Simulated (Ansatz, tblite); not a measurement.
Adding an electron: the cluster Hg2O⁺. Charge 1, multiplicity 2. Geometry: PBE0-D4/def2-TZVP. Ansatz, gas phase; energy differences of separate SCF runs; the reduced species is a triplet (the singlet lies 0.06 eV higher at PBE0-D4/def2-TZVP).

```xyz
3

Hg    1.8277   -0.3913    0.1141
Hg   -1.6260    0.8087   -0.4566
O    -0.2017   -0.4174    0.3425
```

In the def2 sets Hg takes a core potential; there is no spin–orbit coupling. The xTB rows come from tblite. The order of the spin states hangs on the level: the singlet lies 0.26 eV below the triplet at PBE-D4/def2-TZVP, but 0.04 eV above it at r2SCAN-D4/def2-TZVP. The singlet is doubtful at r2SCAN-D4/def2-TZVP (restricted singlet with a triplet 0.04 eV lower at the same geometry). The structure comes from a short search, and lower isomers may exist.

(1) Estimate orbital energies and vertical electron affinities at: GFN1-xTB; GFN2-xTB; PBE-D4/def2-TZVP; r2SCAN-D4/def2-TZVP; PBE0-D4/def2-TZVP.

Answers

(1) 
```json
{"level": "GFN1-xTB", "−HOMO (eV)": "–", "−LUMO (eV)": "–", "vertical EA (eV)": "13.26", "HOMO–LUMO gap (eV)": "–"}
{"level": "GFN2-xTB", "−HOMO (eV)": "–", "−LUMO (eV)": "–", "vertical EA (eV)": "13.35", "HOMO–LUMO gap (eV)": "–"}
{"level": "PBE-D4/def2-TZVP", "−HOMO (eV)": "11.60", "−LUMO (eV)": "10.44", "vertical EA (eV)": "7.77", "HOMO–LUMO gap (eV)": "1.16"}
{"level": "r2SCAN-D4/def2-TZVP", "−HOMO (eV)": "11.77", "−LUMO (eV)": "10.43", "vertical EA (eV)": "8.02", "HOMO–LUMO gap (eV)": "1.33"}
{"level": "PBE0-D4/def2-TZVP", "−HOMO (eV)": "12.15", "−LUMO (eV)": "9.69", "vertical EA (eV)": "7.92", "HOMO–LUMO gap (eV)": "2.46"}
```

  HOMO and LUMO are the levels of the spin that leaves or enters (xTB has no such levels and no spin-polarisation term). Other spin states of the ions may lie lower, which would lower the ionisation energy or raise the affinity. Raw xTB energy differences between charge states are shifted by several eV; the methods need an empirical correction for them.
